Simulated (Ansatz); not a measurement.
Compare A (`C[SiH](O)O[SiH2]O`) with its isomer B (`CO[SiH](O)[SiH2]O`).

Program: Ansatz. Geometries: PBE0-D4/def2-TZVP. ΔE: electronic, gas phase. CCSD(T)/CBS adds triple-zeta CCSD(T) − MP2 to the extrapolated MP2 energy (def2 sets, frozen cores). Functionals use def2-TZVPP. B3LYP here is the variant with VWN-RPA as its local correlation; programs differ in this. One conformer a species, not always the lowest.

Q: Which isomer does CCSD(T)/CBS put lower? Give the gap. (An estimate is asked.)

A: The calculation gave: A, by 62.9 kcal/mol.

Q: Give E(B) − E(A) in kcal/mol with PBE0-D4, B3LYP-D4, PBE-D4, B2PLYP, CCSD/def2-TZVPP, HF/def2-TZVPP, CCSD(T)/def2-TZVPP. (Estimate.)

A: Ansatz gave: PBE0-D4 58.4, B3LYP-D4 60.1, PBE-D4 55.7, B2PLYP 62.1, CCSD/def2-TZVPP 62.7, HF/def2-TZVPP 63.7, CCSD(T)/def2-TZVPP 62.4. None reverses the order clearly.

Largest T1 diagnostic: 0.012.

From PBE to PBE0 (25 % exact exchange), in def2-TZVPP and without D4, E(B) − E(A) moves by +2.8 kcal/mol.
